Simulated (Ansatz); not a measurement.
A nudged elastic band was laid between two geometries of BClFH + H4Si (9 atoms, charge 0, multiplicity 1).

These are results of RKS PBE/6-31G* in Ansatz 0.2.0, not measurements.

```yaml
movable_images: 6
climbing_image: no
spring: 5.0 eV/Å²
optimiser: quadratic models (default)
start_path: through a guess of the saddle point
force_threshold: 0.05 eV/Å
iteration_limit: 60
end_points: relaxed
```

First end point:

```xyz
9
Properties=species:S:1:pos:R:3
B -0.026 -0.916 -0.224
F -0.178 -1.404 0.998
Cl 1.580 -0.900 -0.949
H -0.969 -0.500 -0.836
Si 0.531 2.890 1.226
H 1.883 3.075 1.843
H 0.619 3.094 -0.255
H -0.434 3.874 1.813
H 0.046 1.499 1.507
```

Last end point:

```xyz
9
Properties=species:S:1:pos:R:3
B 0.089 0.589 -0.098
F -0.245 -0.269 1.729
Cl 1.524 -0.438 -0.527
H -0.942 0.230 -0.599
Si 0.438 2.461 0.595
H 1.598 2.482 1.552
H 0.769 3.391 -0.541
H -0.758 3.022 1.312
H 0.578 -0.756 1.700
```

Task: Which bonds break or form, and what moves?

Result: Bonds broken: B1–F2, Si5–H9. Bonds formed: B1–Si5, F2–H9. BClFH + H4Si becomes BClH4Si + FH.

Task: What energy profile does the band end with?

Result: The forces met the threshold. The highest image is number 6 of 0 to 7, 1.89 eV above the first end and 0.09 eV above the last; the last end lies 1.80 eV above the first. Neighbouring images differ by up to 1.5 eV, so the band resolves the path poorly. No image climbed, so the highest image needn't sit at the top of the path. The orbitals stay closed-shell, which can raise the energy where a bond breaks towards radicals; this wasn't checked here.

| image | path coordinate (Å) | energy (eV) | B1–F2 (Å) | Si5–H9 (Å) | B1–Si5 (Å) |
| --- | --- | --- | --- | --- | --- |
| 0 | 0.00 | 0.00 | 1.32 | 1.50 | 4.11 |
| 1 | 1.26 | 0.00 | 1.32 | 1.50 | 3.85 |
| 2 | 2.51 | 0.09 | 1.33 | 1.50 | 3.36 |
| 3 | 3.77 | 1.54 | 1.43 | 1.61 | 2.44 |
| 4 | 5.02 | 1.88 | 2.04 | 2.53 | 2.04 |
| 5 | 6.28 | 1.87 | 2.15 | 2.60 | 2.04 |
| 6 | 7.54 | 1.89 | 2.13 | 3.08 | 2.04 |
| 7 | 8.80 | 1.80 | 2.05 | 3.40 | 2.03 |

Task: What is the geometry of the highest image?

Result: 
```xyz
9
Properties=species:S:1:pos:R:3:forces:R:3
B 0.217 0.525 -0.217 -0.01 0.01 0.00
F -0.513 -0.325 1.590 -0.02 0.01 0.00
Cl 1.633 -0.525 -0.514 -0.01 0.00 0.02
H -0.789 0.216 -0.795 -0.01 0.01 0.00
Si 0.514 2.383 0.560 -0.01 0.01 0.00
H 1.888 2.532 1.155 -0.01 0.00 0.01
H 0.343 3.446 -0.488 0.02 0.00 -0.01
H -0.471 2.684 1.659 -0.02 0.03 -0.02
H 0.230 -0.221 2.172 0.06 -0.06 0.01
```

Time of the run: 9.8 min on 1 thread of Intel(R) Xeon(R) Platinum 8259CL CPU @ 2.50GHz (Skylake/Cascade Lake), on a shared host, peak memory 0.14 GiB.
